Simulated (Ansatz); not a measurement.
`C[SiH](F)N[SiH2]F` + `[F][GeH2][F]` → `F[SiH2]N[SiH](F)F` + `[CH3][GeH2][F]`  (redistribution)

Isolated molecules relaxed with PBE0-D4/def2-TZVP in Ansatz; ΔE leaves out vibrations. CBS: MP2 limit from def2 TZ/QZ plus the TZ coupled-cluster correction, frozen cores. Functionals use def2-TZVPP. For Ge outer-core shells are correlated without core-valence functions, which leaves a few kJ/mol of doubt a bond. Scalar relativity is left out up to krypton. One conformer a species, not always the lowest.

| level | ΔE (kcal/mol) |
| --- | --- |
| LDA (SPW92) | -17.1 |
| PBE | -15.9 |
| r2SCAN0 | -18.0 |
| MP2/def2-QZVPP | -18.8 |

Task: What does CCSD(T)/CBS give? (An estimate is asked.)

Result: Computed: -19.0 kcal/mol. The listed levels differ from it by 1.9, 3.1, 1.0, 0.2 kcal/mol.

Largest T1 diagnostic among the species: 0.012.

At CCSD(T), def2-SVP lies +5.3 kcal/mol from the extrapolated value and def2-TZVPP +0.8 kcal/mol. Leaving LDA and LC-ωPBE aside and taking each functional with its dispersion term where it has one, the values, not all of them listed here, spread over 3.0 kcal/mol, from BHLYP-D4 to revPBE-D4. LDA lies −1.2 kcal/mol from PBE without D4.
